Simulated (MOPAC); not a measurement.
MOPAC input (MNDO):

```
MNDO PRECISE GNORM=0.05 LET XYZ GEO-OK AUX(PRECISION=9) THREADS=1
C3H5Cl3Ge

C     3.47416900 1   -0.09281200 1    0.09175300 1
C     2.43103600 1   -0.91032300 1    0.01434100 1
C     1.31988800 1   -0.76339100 1   -0.96685100 1
Ge   -0.28660600 1   -0.01591200 1   -0.11710900 1
Cl   -0.87177300 1   -1.18859800 1    1.59514300 1
Cl   -1.94797800 1    0.01887600 1   -1.49296500 1
Cl    0.05934700 1    2.00069300 1    0.55152600 1
H     3.59133500 1    0.74631300 1   -0.58395600 1
H     4.24608200 1   -0.23547900 1    0.83581200 1
H     2.34050400 1   -1.73170600 1    0.71733200 1
H     1.56717200 1   -0.07978000 1   -1.77945400 1
H     1.00261700 1   -1.71750200 1   -1.39066600 1
```

From the output:

```
                                                       MOPAC v23.2.5 Linux

          FINAL HEAT OF FORMATION =        -91.13819 KCAL/MOL =    -381.32220 KJ/MOL

          COSMO AREA              =        183.89 SQUARE ANGSTROMS
          COSMO VOLUME            =        189.78 CUBIC ANGSTROMS

          GRADIENT NORM           =          0.01503          =       0.00434 PER ATOM
          IONIZATION POTENTIAL    =         10.510017 EV
          HOMO LUMO ENERGIES (EV) =        -10.510 -2.060
          NO. OF FILLED LEVELS    =         21
          MOLECULAR WEIGHT        =        220.0215         POINT GROUP:  C1

          MOLECULAR DIMENSIONS (Angstroms)

            Atom       Atom       Distance
            H     9   Cl     6     6.75554
            H    12   Cl     7     4.40249
           Cl     5    H     8     4.36129

          SCF CALCULATIONS        =         81

   ATOM   CHEMICAL          X               Y               Z
  NUMBER   SYMBOL      (ANGSTROMS)     (ANGSTROMS)     (ANGSTROMS)

     1       C          3.58526565  *  -0.09528870  *  -0.02263099  *
     2       C          2.48625905  *  -0.86519841  *   0.00956274  *
     3       C          1.30907278  *  -0.77965396  *  -0.90585197  *
     4      Ge         -0.28795104  *  -0.02916643  *  -0.09326001  *
     5      Cl         -1.00658771  *  -1.23369830  *   1.64304686  *
     6      Cl         -1.95309816  *   0.03519690  *  -1.57965869  *
     7      Cl          0.03225948  *   2.06074619  *   0.62237731  *
     8       H          3.74632954  *   0.71828742  *  -0.72836692  *
     9       H          4.40844484  *  -0.23248445  *   0.67786375  *
    10       H          2.41958289  *  -1.67121575  *   0.75018456  *
    11       H          1.55923099  *  -0.19278400  *  -1.81638537  *
    12       H          1.07930916  *  -1.80403658  *  -1.27599105  *

                             CARTESIAN COORDINATES

   1    C        3.585265645    -0.095288702    -0.022630994
   2    C        2.486259053    -0.865198407     0.009562745
   3    C        1.309072777    -0.779653961    -0.905851969
   4   Ge       -0.287951042    -0.029166434    -0.093260014
   5   Cl       -1.006587711    -1.233698305     1.643046860
   6   Cl       -1.953098156     0.035196897    -1.579658691
   7   Cl        0.032259484     2.060746195     0.622377313
   8    H        3.746329540     0.718287418    -0.728366922
   9    H        4.408444844    -0.232484450     0.677863755
  10    H        2.419582890    -1.671215748     0.750184556
  11    H        1.559230987    -0.192783998    -1.816385374
  12    H        1.079309159    -1.804036578    -1.275991047

           Empirical Formula: C3 H5 Ge Cl3  =    12 atoms

      MOLECULAR POINT GROUP   :   C1

                  EIGENVALUES
 -38.53348 -30.12060 -25.59298 -24.94104 -24.92694 -21.78242 -17.11533 -16.69083
 -15.80256 -15.34311 -15.05196 -14.63356 -14.09606 -13.43183 -13.42272 -13.33034
 -13.22403 -13.21051 -13.20842 -12.93737 -10.51002  -2.05991  -1.19349  -1.19072
  -0.01184   0.77263   2.62244   2.98899   3.80127   4.29928   4.80435   4.97871
   5.75907

              NET ATOMIC CHARGES AND DIPOLE CONTRIBUTIONS

  ATOM NO.   TYPE          CHARGE      No. of ELECS.   s-Pop       p-Pop
    1          C          -0.021626        4.0216     1.23126     2.79037
    2          C          -0.139594        4.1396     1.21643     2.92316
    3          C          -0.343725        4.3437     1.24879     3.09494
    4         Ge           1.646969        2.3530     0.83016     1.52287
    5         Cl          -0.458845        7.4588     1.98666     5.47219
    6         Cl          -0.462284        7.4623     1.98673     5.47556
    7         Cl          -0.459262        7.4593     1.98665     5.47261
    8          H           0.047223        0.9528     0.95278
    9          H           0.049520        0.9505     0.95048
   10          H           0.060325        0.9397     0.93968
   11          H           0.039204        0.9608     0.96080
   12          H           0.042097        0.9579     0.95790
 DIPOLE           X         Y         Z       TOTAL
 POINT-CHG.     3.117    -1.036    -1.119     3.470
 HYBRID         0.174    -0.158    -0.154     0.280
 SUM            3.291    -1.194    -1.273     3.725

          ATOMIC ORBITAL ELECTRON POPULATIONS

     Atom    s        px        py        pz
    1  C   1.23126   0.91783   0.93265   0.93989
    2  C   1.21643   0.94737   0.99390   0.98189
    3  C   1.24879   1.07939   1.01031   1.00523
    4 Ge   0.83016   0.55794   0.48181   0.48313
    5 Cl   1.98666   1.93816   1.84114   1.69288
    6 Cl   1.98673   1.72365   1.98408   1.76783
    7 Cl   1.98665   1.97636   1.56060   1.93565
    8  H   0.95278
    9  H   0.95048
   10  H   0.93968
   11  H   0.96080
   12  H   0.95790

 **********************
 *                    *
 * JOB ENDED NORMALLY *
 *                    *
 **********************

 == MOPAC DONE ==
```

The geometry given is a B3LYP-D3(BJ)/def2-TZVP minimum.
